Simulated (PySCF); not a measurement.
FHOTe. Atoms are numbered in the order given.

```xyz
4

Te     0.1189     0.0371     0.3104
F     -1.0543     1.1590    -0.7243
O      0.2907    -1.3977    -0.9981
H      0.9813    -1.1776    -1.6360
```
Charge 0, spin multiplicity 1.

Coordinates come from a B3LYP-D3(BJ)/def2-TZVP optimisation. The def2 effective core potentials stand for the cores of Te; spin–orbit coupling is left out. Other conformers were not sampled.

Calculation: PBE/def2-TZVPD run with PySCF.

The molecule is in vacuum.

Q: Estimate the frontier levels, gap, dipole moment and polarisability. (Estimate from the structure and the level; the computed values follow.)

A: 
The highest occupied level comes out as -5.33 eV. The lowest empty level is -3.12 eV, the orbital gap comes out as 2.22 eV and the dipole moment comes out as 2.28 D. The quadrupole, principal values (traceless, Buckingham form, about the centre of nuclear charge) is -5.08, -2.19, 7.26 D·Å and the mean static polarisability is 47.1 bohr³ (6.98 Å³). The polarisability, principal values comes out as 44.2, 46.4, 50.7 bohr³.
